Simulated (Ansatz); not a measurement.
```xyz
2

C     0.0000    0.0000    0.0000
N     0.0000    0.0000    1.1700
```

Basis set: pcseg-2 (spherical functions). Charge 0, multiplicity 2.

Computed with Ansatz (development build ahead of 0.2.0); each method stands on the lowest determinant of its kind that the runs found. Restricted functionals stand beside restricted open-shell atoms, which can lie above the unrestricted atoms usual in DFT and then raise those values.

The atomization energy at this shape (free ground-state atoms in the same class of orbitals less the molecule, no zero-point energy) of doublet CN:

```
            method  atomization energy
PBE (unrestricted)     197.31 kcal/mol
```

What does PBE0 (restricted open-shell) give?

179.06 kcal/mol.

The shape needn't be a minimum at these levels.
